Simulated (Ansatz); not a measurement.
PBE exchange is replaced step by step with exact exchange (0 % is PBE, 25 % PBE0; no dispersion term), basis def2-TZVP, Ansatz. System: Y₄ (the lowest singlet isomer of a short search). Total charge 0; singlet. Geometry: B3LYP-D4/def2-SVP.

Geometry of the singlet:

Cartesian coordinates in Å:
```
Y -1.910 -0.245 0.950
Y 0.925 1.586 0.644
Y -0.180 0.180 -1.928
Y 1.165 -1.521 0.334
```

In the def2 sets Y takes a core potential; there is no spin–orbit coupling. At PBE-D4/def2-TZVP, PBE0-D4/def2-TZVP the restricted singlet is unstable: a solution with broken spin symmetry lies lower. The restricted singlet is unstable towards broken spin symmetry at other levels; at PBE with 5 % exact exchange/def2-TZVP, PBE with 10 % exact exchange/def2-TZVP, PBE with 15 % exact exchange/def2-TZVP, PBE with 35 % exact exchange/def2-TZVP and others this wasn't settled. The geometry of the singlet was relaxed on an unsound state (restricted singlet, unstable towards broken spin symmetry at other levels and untested here). At PBE0-D4/def2-TZVP a triplet of charge 0 lies 0.34 eV below the restricted singlet, each at its own geometry. That triplet is doubtful there (⟨S²⟩ 2.90, where a pure state has 2.00). The structure comes from a short search, and lower isomers may exist.

```
exact exchange (%)  HOMO (eV)  LUMO (eV)  gap (eV)
                 0      -2.78      -2.69      0.09
                 5      -2.90      -2.55      0.35
                10      -3.01      -2.40      0.60
                15      -3.12      -2.27      0.85
                25      -3.34      -2.00      1.34
                35      -3.55      -1.74      1.81
                50      -3.87      -1.37      2.50
```
